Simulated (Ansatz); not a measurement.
**OH⁻ ··· CH₃I**

The pair of OH⁻ (SMILES [OH-], atoms 1–2) and CH₃I (SMILES CI, atoms 3–7), both closed shells, in one local arrangement (a lower one may exist), relaxed at PBE0-D4/def2-TZVPD:

O1  (-0.912, -0.198, -1.748)
H2  (-0.283, 0.148, -2.388)
C3  (0.016, -0.086, 0.798)
I4  (1.990, 0.768, 1.022)
H5  (-0.621, 0.538, 1.426)
H6  (-0.294, -0.088, -0.343)
H7  (0.103, -1.083, 1.232)
(Å)

Computed with Ansatz 0.2.0 (basis: def2-TZVPPD, with def2-QZVPPD for the basis limit); correlated methods freeze the cores. Filled d shells of the heavier atoms are correlated. Core potentials replace the inner electrons of the atoms past krypton. The def2 sets are not built for correlating such inner shells, so the correlated values are less sure here. B3LYP uses VWN-RPA correlation. Extrapolation: Hartree–Fock as exp(−7.88 √X), correlation as X^−2.97. Interaction energies count from these two fragments, frozen as in the pair, with the counterpoise correction; negative means bound.

Question: What is the interaction energy by CCSD(T) at an estimated basis limit (MP2 extrapolated from triple and quadruple zeta, plus CCSD(T) − MP2 in triple zeta)? (To be estimated.)

Answer: By the calculation: -21.63 kcal/mol. Hartree–Fock alone gives -18.42 kcal/mol at the basis limit. It counts from the two fragments frozen as in the pair.

The same quantity by other methods in triple zeta, and each one's difference from that estimate:
```tsv
method	E_int (kcal/mol)	difference
PBE-D4	-23.34	-1.71
revPBE-D4	-21.64	-0.01
BLYP-D4	-20.86	0.77
r2SCAN-D4	-24.03	-2.40
B97M-V	-21.92	-0.29
PBE0-D4	-23.91	-2.28
B3LYP-D4	-21.98	-0.35
HSE06-D4	-24.02	-2.39
wB97X-V	-21.46	0.17
wB97M-V	-21.69	-0.06
B2PLYP	-20.35	1.28
HF	-18.38	3.25
MP2	-20.04	1.59
CCSD	-19.56	2.07
CCSD(T)	-20.11	1.52
```
Differences are method less estimate.

Question: Which atoms make the shortest contact between the fragments?

Answer: O1 and H6, 1.54 Å apart.

Energy to bend the free fragments (PBE0-D4 minima) into their shapes in the pair, CCSD(T)/def2-TZVPPD: OH⁻ 0.01 kcal/mol; CH₃I 3.92 kcal/mol. This must be added to the interaction energy to get the binding energy from relaxed fragments.

Basis-set superposition shift (counterpoise-corrected less uncorrected): CCSD(T) 1.44; MP2 1.44; HF 0.03; PBE0-D4 0.19; wB97M-V 0.13 kcal/mol.

The T1 diagnostic stays at or below 0.026.

For scale, one of the runs: CCSD(T)/def2-TZVPPD, 204 basis functions, launched by `ansatz run in.yaml --threads 4 --pin off --events-out ev --progress --plain --max-ram 9574MiB`. The run took 88 s on 4 CPU threads of an Arm Neoverse V1 (shared host), with 3 GiB of host memory at its peak.
